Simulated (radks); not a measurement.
Species: S14+. Configuration: [He]. All-electron calculation, scalar-relativistic Kohn-Sham, LDA (Slater exchange, Perdew-Wang correlation), spin-polarised, spherical densities, finite nucleus; Fermi nuclear charge, rms radius 3.2611 fm. Program: a radial shooting solver on a logarithmic mesh with Libxc functionals. Some entries of the table are withheld. Estimate them.

| orbital | occ. | eigenvalue (hartree) | <r^2> (bohr^2) |
|---|---|---|---|
| 1s | 2 | -114.5088 | (1) |
| 2s | 0 | (2) | 0.1862 |
| 2p | 0 | -25.64826 | (3) |

Answer. 
(1) 1s <r^2> (bohr^2): 0.01234
(2) 2s eigenvalue (hartree): -26.45402
(3) 2p <r^2> (bohr^2): 0.1397
